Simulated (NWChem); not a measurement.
System meant: C2H3CuO; SMILES [CH3][Cu]<-[C-]#[O+]

NWChem input:

```
start job
memory heap 200 mb stack 900 mb global 1100 mb
geometry units angstroms noautoz
  Cu     0.216603    -0.010854    -0.286540
  C      1.669123     0.099273    -1.539787
  H      2.351546    -0.763749    -1.450343
  H      2.273229     1.010005    -1.384298
  H      1.307460     0.122144    -2.582457
  O     -2.032216    -0.186773     1.650277
  C     -1.177034    -0.118663     0.914355
end
basis spherical
  * library def2-svp
end
dft
  odft
  mult 2
  xc b3lyp
  iterations 150
  mulliken
end
task dft energy
```

End of the output:

```
                                 NWChem DFT Module
                                 -----------------

 Summary of "ao basis" -> "ao basis" (spherical)
 ------------------------------------------------------------------------------
       Tag                 Description            Shells   Functions and Types
 ---------------- ------------------------------  ------  ---------------------
 Cu                         def2-svp                11       31   5s3p2d1f
 C                          def2-svp                 6       14   3s2p1d
 H                          def2-svp                 3        5   2s1p
 O                          def2-svp                 6       14   3s2p1d

 Summary of "ao basis" -> "ao basis" (spherical)
 ------------------------------------------------------------------------------
       Tag                 Description            Shells   Functions and Types
 ---------------- ------------------------------  ------  ---------------------
 Cu                         def2-svp                11       31   5s3p2d1f
 C                          def2-svp                 6       14   3s2p1d
 H                          def2-svp                 3        5   2s1p
 O                          def2-svp                 6       14   3s2p1d

      Symmetry analysis of basis
      --------------------------

        a          36
        e+         26
        e-         26

  Rotation of axis
  number of electrons :                   52
  multiplicity        :                    2
 ------------------------------------------------------------------------
  no. of electrons and multiplicity not compatible                  52
 ------------------------------------------------------------------------
 ------------------------------------------------------------------------
  current input line :
    22: task dft energy
 ------------------------------------------------------------------------
 ------------------------------------------------------------------------
 There is an error in the input file
 ------------------------------------------------------------------------
 For more information see the NWChem manual at https://nwchemgit.github.io

0: no. of electrons and multiplicity not compatible:Received an Error in Communication
```

**Question.** Find the fault in this run and fix the input.

**Answer.** The program refused the input. Cause: the multiplicity doesn't fit the number of electrons (an even count wants an odd multiplicity, and the reverse). This input runs:
```
start job
memory heap 200 mb stack 900 mb global 1100 mb
geometry units angstroms noautoz
  Cu     0.216603    -0.010854    -0.286540
  C      1.669123     0.099273    -1.539787
  H      2.351546    -0.763749    -1.450343
  H      2.273229     1.010005    -1.384298
  H      1.307460     0.122144    -2.582457
  O     -2.032216    -0.186773     1.650277
  C     -1.177034    -0.118663     0.914355
end
basis spherical
  Cu library def2-svp
  C library def2-svp
  H library def2-svp
  O library def2-svp
end
dft
  xc b3lyp
  iterations 150
  mulliken
end
task dft energy
```
It converges to -1793.45522 Ha (B3LYP/def2-SVP).
